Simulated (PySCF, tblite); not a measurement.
Isomers of C5H16N2Si2, one GFN2-xTB conformer each. Single-point energies are computed at PBE0/pcSseg-1 (PySCF, gas phase, no added dispersion term), electronic only.

```csv
SMILES,GFN2-xTB relative energy (kJ/mol)
C=C([SiH2]N)N(C)CC[SiH3],194.8
CCC[Si@H]1N[Si@H](CC)N1,0.0
```

Conformers: `[CH2:1]=[C:2]([SiH2:3][NH2:4])[N:5]([CH3:6])[CH2:7][CH2:8][SiH3:9]` with C1–C2–Si3–N4 -1°, C2–Si3–N4–H -67° and 68°, C1–C2–N5–C6 -163°, C2–N5–C7–C8 -75°, N5–C7–C8–Si9 175°; `[CH3:1][CH2:2][CH2:3][Si@H:4]1[NH:5][Si@H:6]([CH2:7][CH3:8])[NH:9]1` with C1–C2–C3–Si4 180°, C2–C3–Si4–N5 67°, N5–Si6–C7–C8 -179°.

Problem. What does PBE0/pcSseg-1 give for the same structures?

Solution. 
| SMILES | PBE0/pcSseg-1 E (Eh) | PBE0/pcSseg-1 (kJ/mol) | GFN2-xTB (kJ/mol) | point group |
| --- | --- | --- | --- | --- |
| CCC[Si@H]1N[Si@H](CC)N1 | -888.08539 | 0.0 | 0.0 | C1 |
| C=C([SiH2]N)N(C)CC[SiH3] | -887.95906 | 331.7 | 194.8 | C1 |

Both levels put the same isomer lowest. As drawn, the lower has a four-membered ring, which the higher lacks; the higher has a C=C bond outside aromatic rings, which the lower lacks.

Problem. Which frontier levels, dipoles and rotational constants go with these structures?

Solution. 
```csv
SMILES,"HOMO (eV, PBE0/pcSseg-1)",LUMO (eV),dipole (D),"A, B, C (MHz)"
CCC[Si@H]1N[Si@H](CC)N1,-6.68,0.36,0.04,"4264, 438.2, 427.4"
C=C([SiH2]N)N(C)CC[SiH3],-5.62,0.47,0.69,"2549, 465.5, 418.8"
```

Problem. What happens when harmonic zero-point energies from GFN2-xTB frequencies are added?

Solution. 
| SMILES | ZPE (kJ/mol) | electronic (kJ/mol) | with ZPE (kJ/mol) |
| --- | --- | --- | --- |
| CCC[Si@H]1N[Si@H](CC)N1 | 541.7 | 0.0 | 0.0 |
| C=C([SiH2]N)N(C)CC[SiH3] | 516.4 | 331.7 | 306.4 |

The zero-point energies span 25.3 kJ/mol. The order is unchanged.
